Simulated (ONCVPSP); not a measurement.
## Transferability test, ONCV potential for beryllium

```
Element                 : beryllium
Generator               : ONCVPSP 4.0.1
Type                    : optimised norm-conserving Vanderbilt (ONCV)
Functional              : BLYP
Relativity              : scalar-relativistic
Frozen core             : [He]
Valence charge          : 2
Reference configuration : 2s2
Partial waves           : 2s: rc 1.50 bohr, ncon 4, nbas 8, qcut 4.3 1/bohr, 1 projector; p scattering state at 0.06 Ha: rc 1.40 bohr, ncon 4, nbas 7, qcut 6.1 1/bohr, 2 projectors, debl 3.5 Ha
Local potential         : polynomial inside 0.95 bohr (lpopt 5, dvloc0 0 Ha)
Core correction         : none
```

Energies are relative to the spin-unpolarised reference configuration 2s2; without spin polarisation the order of configurations can differ from experiment. Not all tests gave a result: 1 of 4 tests not solved or not reliable.

```csv
valence configuration,charge,ΔE all-electron (eV),error AE − PS (meV)
2s1,+1,9.439,+21
2s1.5,+0.5,3.695,+2.9
2s1 2p1,0,3.569,+21
```

Levels in the configuration 2s1:

| level | all-electron (eV) | pseudo (eV) |
| --- | --- | --- |
| 2s | -13.639 | -13.572 |
